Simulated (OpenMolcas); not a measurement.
Computed levels of 3s2 3p3 in ions with 15 electrons, in cm-1 above 4S* 3/2.

```yaml
Program: OpenMolcas 26.06
Method: CASSCF
Basis: ANO-RCC-VQZP
Scalar_Hamiltonian: DKH2, point nucleus
Spin-orbit_coupling: state interaction with AMFI integrals over the reference wave functions, term energies averaged over their components
```

Active space for each ion: 3 electrons in 3 orbitals (3p).

| Level | P | S+ | Ar3+ |
| --- | --- | --- | --- |
| 2D* 3/2 | 15351 | 19229 | 26059 |
| 2D* 5/2 | 15357 | 19247 | 26150 |
| 2P* 1/2 | 25381 | 31900 | 43426 |
| 2P* 3/2 | 25389 | 31924 | 43546 |

Task: Estimate 2D* 3/2, 2D* 5/2 for Cl2+ from its neighbours S+ and Ar3+.

Result: 2D* 3/2 is another term, which grows about linearly with the charge: (19229 + 26059) / 2 = 22644. The calculation gives 22761, so the estimate is off by -0.5 %; the measured value is 18053 (Moore, Atomic Energy Levels, vol. I, NSRDS-NBS 35 (1971 reprint of NBS Circular 467, 1949)).
2D* 5/2 is another term, which grows about linearly with the charge: (19247 + 26150) / 2 = 22698. The calculation gives 22804, so the estimate is off by -0.5 %; the measured value is 18120 (Moore, Atomic Energy Levels, vol. I, NSRDS-NBS 35 (1971 reprint of NBS Circular 467, 1949)).

With the s shell closed, the reference lacks s² → p² mixing. Without dynamic correlation excited terms often stand tens of per cent too high (terms of higher spin than the ground term too low), and those without a measured partner can miss by more than the paired ones (holds for P; S+). Computed and measured levels are paired by configuration, term and J; levels that our copy of the source lacks, or whose pairing is in doubt (as where it misses far off the trend of its configuration), stay unpaired and out of the deviations. Only configurations of the active space appear.

* marks odd parity.
